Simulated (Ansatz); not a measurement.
Consider the redistribution: `C[SiH2]N[SiH](O)O` + `F[Si@H]1O[C@@H]1Cl` → `C[SiH](F)N[SiH](O)O` + `ClC1O[SiH2]1`.

Computed with Ansatz on PBE0-D4/def2-TZVP structures; ΔE is electronic, products minus reactants. CCSD(T)/CBS is the MP2 limit (def2-TZVPP, def2-QZVPP) plus CCSD(T) − MP2 in def2-TZVPP, frozen cores. DFT in def2-TZVPP. One conformer a species, not always the lowest.

Is it downhill or uphill in electronic energy at CCSD(T)/CBS, and by how much? (Estimate.)

The calculation gave: Downhill: ΔE = -20.3 kJ/mol.

What do these levels give: PBE-D4, PBE0-D4, SCS-MP2/def2-TZVPP, CCSD(T)/def2-TZVPP, MP2/CBS(def2), CCSD/CBS(def2)? (Best estimate.)

Computed: PBE-D4 -21.2, PBE0-D4 -20.7, SCS-MP2/def2-TZVPP -17.6, CCSD(T)/def2-TZVPP -19.5, MP2/CBS(def2) -19.7, CCSD/CBS(def2) -19.5 kJ/mol.

Largest T1 diagnostic among the species: 0.014.
